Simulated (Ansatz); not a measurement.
The cluster Nb2S⁺: single points at one geometry.

```yaml
crystal:
  periodic: [false, false, false]
  atoms:
    - {symbol: Nb, position_ang: [-0.249790, -1.237347, -0.223719]}
    - {symbol: Nb, position_ang: [1.285943, 0.521372, -0.231409]}
    - {symbol: S, position_ang: [-1.036154, 0.715985, 0.455128]}
basis:
  gaussian: {orbitals: def2-TZVP, initial_orbitals: start.molden}
total_charge: 1
magnetization: {spin_polarized: true, initial_magnetization: 3}
correlation: {method: mp2}
scf: {omitted_lower_state_checks: [starts]}
output: {orbitals: {seedname: orbitals}}
```

The file start.molden holds the orbitals of an earlier run on this structure, at another level or in another basis.

```sh
$ ansatz run in.yaml --threads 4 --pin off --events-out ev --progress --plain --max-ram 3916MiB
```

Output, abridged:

```
Functional definition: HF
933 factors; integrals over basis functions are off by at most 7.5e-4 eV
mean field evaluation 1: about -13876.3345 eV, gradient 1.7e1 eV
mean field evaluation 2: about -13877.7601 eV, gradient 3.6e0 eV
mean field evaluation 4: about -13878.3305 eV, gradient 1.3e0 eV
mean field evaluation 8: about -13878.4503 eV, gradient 5.0e-3 eV
mean field evaluation 16: about -13878.4582 eV, gradient 6.1e-1 eV
mean field -13878.54323046 eV, -510.0270565048 hartree, gradient 5.7e-6 eV, S^2 5.013667; 1 other end points of the search recorded, 0 dependent functions left out
5 core orbitals not correlated: weight in the atoms' cores, before any rotation towards them, 1.000 or more for the frozen orbitals, at most 0.000 for the correlated occupied ones
reference -13878.54323046 eV, -510.0270565048 hartree; 17, 14 occupied and 95, 98 virtual orbitals, 933 factors
second order -21.25519497 eV of doubles, -0.00000000 eV of singles
Total energy: -13899.79842542 eV, -510.8081705125 hartree
Checks for a lower state left out: starts
```

It took 3.2 s on 4 threads of Arm Neoverse V2 on a shared host.

First input, but with `hamiltonian: {xc: {text: "exchange = 0.85*pbe_x + 0.15*exact_x\ncorrelation = pbe_c"}}` and without the key `correlation` (abridged; 6 s):

```
Functional definition: unnamed
mean field -13924.38770206 eV, -511.7118097618 hartree, gradient 7.1e-6 eV, S^2 3.784490
Total energy: -13924.38774165 eV, -511.7118112168 hartree
Checks for a lower state left out: starts
```

As the first input, with `hamiltonian: {xc: {name: BHLYP}, dispersion: d4}` and without the key `correlation` (abridged; 17 s):

```
Functional definition: BHLYP
mean field evaluation 16: about -13921.7568 eV, gradient 6.7e-2 eV
mean field -13921.75725870 eV, -511.6151427514 hartree, gradient 8.6e-6 eV, S^2 3.988974; 1 other end points of the search recorded, 0 dependent functions left out
Total energy: -13922.03088110 eV, -511.6251981889 hartree
Checks for a lower state left out: starts
```

First input, but with `hamiltonian: {xc: {name: PBE-QIDH}}` and without the key `correlation`, `output` (abridged; 12 s):

```
Functional definition: PBE-QIDH
mean field evaluation 16: about -13907.5484 eV, gradient 4.7e-1 eV
mean field -13907.57535022 eV, -511.0939672275 hartree, gradient 4.0e-6 eV, S^2 4.517153; 1 other end points of the search recorded, 0 dependent functions left out
5 core orbitals not correlated: weight in the atoms' cores, before any rotation towards them, 1.000 or more for the frozen orbitals, at most 0.000 for the correlated occupied ones
second order -26.28615897 eV of doubles, -0.00000000 eV of singles
Total energy: -13916.33741775 eV, -511.4159672700 hartree
Checks for a lower state left out: starts
```

As the first input, with `hamiltonian: {xc: {text: "exchange = 0.95*pbe_x + 0.05*exact_x\ncorrelation = pbe_c"}}` and without the key `correlation` (abridged; 3.8 s):

```
Functional definition: unnamed
mean field -13925.02457287 eV, -511.7352143323 hartree, gradient 4.3e-6 eV, S^2 3.777677
Total energy: -13925.02461719 eV, -511.7352159612 hartree
Checks for a lower state left out: starts
```

The first input with `hamiltonian: {xc: pbe}`, `correlation: {method: rpa}` and without the key `output` (abridged; 3.2 s):

```
Functional definition: PBE
mean field -13925.35736391 eV, -511.7474441774 hartree, gradient 2.7e-6 eV, S^2 3.775202
5 core orbitals not correlated: weight in the atoms' cores, before any rotation towards them, 1.000 or more for the frozen orbitals, at most 0.000 for the correlated occupied ones
Total energy: -13910.70011613 eV, -511.2088002565 hartree
Checks for a lower state left out: starts
```

The first input with `hamiltonian: {xc: {name: LC-wPBE}}` and without the key `correlation` (abridged; 17 s):

```
Functional definition: LC-wPBE
mean field evaluation 16: about -13924.1259 eV, gradient 5.3e-2 eV
mean field -13924.12890964 eV, -511.7022993157 hartree, gradient 7.7e-6 eV, S^2 4.100360; 1 other end points of the search recorded, 0 dependent functions left out
Total energy: -13924.12890965 eV, -511.7022993160 hartree
Checks for a lower state left out: starts
```

Geometry: r2SCAN-D4/def2-TZVP.

In the def2 sets Nb takes a core potential; there is no spin–orbit coupling. LC-ωPBE has ω = 0.4 bohr⁻¹. Correlated methods freeze 5 core orbitals; core or outer-core shells of Nb are correlated, in sets that lack core-valence functions. At MP2/def2-TZVP, BHLYP-D4/def2-TZVP, PBE-QIDH/def2-TZVP, LC-ωPBE/def2-TZVP the charge 1 quartet is spin-contaminated (final ⟨S²⟩ up to 5.01, 3.75 for a pure state). At PBE0-D4/def2-TZVP a doublet of charge 1 lies 0.79 eV below the quartet, each at its own geometry. The structure comes from a short search, and lower isomers may exist.
